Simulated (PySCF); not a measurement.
HB (SMILES [BH]), singlet, at a GFN2-xTB geometry; PBE0/def2-SV(P) in PySCF.

The PySCF input:
```python
from pyscf import gto, scf, dft

mol = gto.Mole()
mol.atom = '''
    B    -0.00000000   -0.00000000   -0.19417233
    H     0.00000000    0.00000000    0.97086163
'''
mol.basis = 'def2-sv(p)'
mol.verbose = 4
mol.build()

mf = dft.RKS(mol)
mf.xc = 'pbe0'
mf.init_guess = '1e'
mf.kernel()
mf.analyze()
```

What the program printed (banner, timings and long lists left out):

```
PySCF version 2.14.0

[INPUT] verbose = 4
[INPUT] num. atoms = 2
[INPUT] num. electrons = 6
[INPUT] charge = 0
[INPUT] spin (= nelec alpha-beta = 2S) = 0
[INPUT] symmetry False subgroup None
[INPUT] Mole.unit = angstrom
[INPUT] Symbol           X                Y                Z      unit          X                Y                Z       unit  Magmom
[INPUT]  1 B      0.000000000000   0.000000000000  -0.194172330000 AA    0.000000000000   0.000000000000  -0.366932524669 Bohr   0.0
[INPUT]  2 H      0.000000000000   0.000000000000   0.970861630000 AA    0.000000000000   0.000000000000   1.834662585549 Bohr   0.0

nuclear repulsion = 2.27108062549524
number of shells = 8
number of NR pGTOs = 28
number of NR cGTOs = 16
basis = def2-sv(p)
ecp = {}

******** <class 'pyscf.dft.rks.RKS'> ********
method = RKS
initial guess = 1e
damping factor = 0
level_shift factor = 0
DIIS = <class 'pyscf.scf.diis.CDIIS'>
diis_start_cycle = 1
diis_space = 8
diis_damp = 0
SCF conv_tol = 1e-09
SCF conv_tol_grad = None
SCF max_cycles = 50
direct_scf = True
direct_scf_tol = 1e-13
XC library pyscf.dft.libxc version 7.1.2
    S. Lehtola, C. Steigemann, M. J. T. Oliveira, and M. A. L. Marques,  SoftwareX 7, 1–5 (2018)
XC functionals = pbe0
    C. Adamo and V. Barone,  J. Chem. Phys. 110, 6158 (1999)
    M. Ernzerhof and G. E. Scuseria,  J. Chem. Phys. 110, 5029 (1999)
radial grids:
    Treutler-Ahlrichs [JCP 102, 346 (1995); DOI:10.1063/1.469408] (M4) radial grids

becke partition: Becke, JCP 88, 2547 (1988); DOI:10.1063/1.454033
pruning grids: <function nwchem_prune>
grids dens level: 3
symmetrized grids: False
atomic radii adjust function: <function treutler_atomic_radii_adjust>
small_rho_cutoff = 0
Set gradient conv threshold to 3.16228e-05
Initial guess from hcore.

WARN: HOMO -3.18336036088137 == LUMO -3.18336036088137

tot grids = 23856
init E= -23.9079173653899
  HOMO = 0.0142320889733354  LUMO = 0.104832076493301  gap/eV = 2.46535
cycle= 1 E= -24.972203964002  delta_E= -1.06  |g|= 0.664  |ddm|= 4.56
  HOMO = -0.395103836410696  LUMO = -0.268434196547951  gap/eV = 3.44686
cycle= 2 E= -25.1801714376004  delta_E= -0.208  |g|= 0.257  |ddm|= 2.22
  HOMO = -0.235691155272927  LUMO = -0.0857447784806928  gap/eV = 4.08025
cycle= 3 E= -25.2126505153715  delta_E= -0.0325  |g|= 0.0215  |ddm|= 0.776
  HOMO = -0.239474780160268  LUMO = -0.0833792274813407  gap/eV = 4.24758
cycle= 4 E= -25.2128675653479  delta_E= -0.000217  |g|= 0.00166  |ddm|= 0.0751
  HOMO = -0.239512366724979  LUMO = -0.0831227911392543  gap/eV = 4.25558
cycle= 5 E= -25.2128689493983  delta_E= -1.38e-06  |g|= 0.000106  |ddm|= 0.00435
  HOMO = -0.239543840075638  LUMO = -0.0831770285703904  gap/eV = 4.25496
cycle= 6 E= -25.2128689597268  delta_E= -1.03e-08  |g|= 1.1e-05  |ddm|= 0.000761
  HOMO = -0.239536114094934  LUMO = -0.0831699376383278  gap/eV = 4.25494
cycle= 7 E= -25.2128689598349  delta_E= -1.08e-10  |g|= 3.86e-07  |ddm|= 4.84e-05
  HOMO = -0.239536361998818  LUMO = -0.0831698902031957  gap/eV = 4.25495
Extra cycle  E= -25.212868959835  delta_E= -1.31e-13  |g|= 6.73e-08  |ddm|= 2.77e-06
converged SCF energy = -25.212868959835
**** SCF Summaries ****
Total Energy =                         -25.212868959835014
Nuclear Repulsion Energy =               2.271080625495243
One-electron Energy =                  -37.403896164723356
Two-electron Energy =                    9.919946579393098
Two-electron Coulomb Energy =           14.179775696177424
DFT Exchange-Correlation Energy =       -4.259829116784326
HOMO-LUMO gap [eV] =                     4.254948424616109
**** MO energy ****
MO #1   energy= -6.87539109711618  occ= 2
MO #2   energy= -0.509225488005968 occ= 2
MO #3   energy= -0.239536361998818 occ= 2
MO #4   energy= -0.0831698902031957 occ= 0
MO #5   energy= -0.0831698898826737 occ= 0
MO #6   energy= 0.169618914972484  occ= 0
MO #7   energy= 0.192853097545067  occ= 0
MO #8   energy= 0.297736364322394  occ= 0
MO #9   energy= 0.323243690401613  occ= 0
MO #10  energy= 0.323243691024146  occ= 0
MO #11  energy= 0.702687843750597  occ= 0
 ** Mulliken pop on meta-lowdin orthogonal AOs  **
 ** Mulliken pop  **
pop of  0 B 1s            1.99989
pop of  0 B 2s            1.71249
pop of  0 B 3s            0.02673
pop of  0 B 2px           0.00000
pop of  0 B 2py           0.00000
pop of  0 B 2pz           1.23915
pop of  0 B 3px           0.00000
pop of  0 B 3py           0.00000
pop of  0 B 3pz           0.00995
pop of  0 B 3dxy          0.00000
pop of  0 B 3dyz          0.00000
pop of  0 B 3dz^2         0.00608
pop of  0 B 3dxz          0.00000
pop of  0 B 3dx2-y2       0.00000
pop of  1 H 1s            0.99584
pop of  1 H 2s            0.00988
 ** Mulliken atomic charges  **
charge of    0B =      0.00571
charge of    1H =     -0.00571
Dipole moment(X, Y, Z, Debye):  0.00000,  0.00000,  1.83656
```
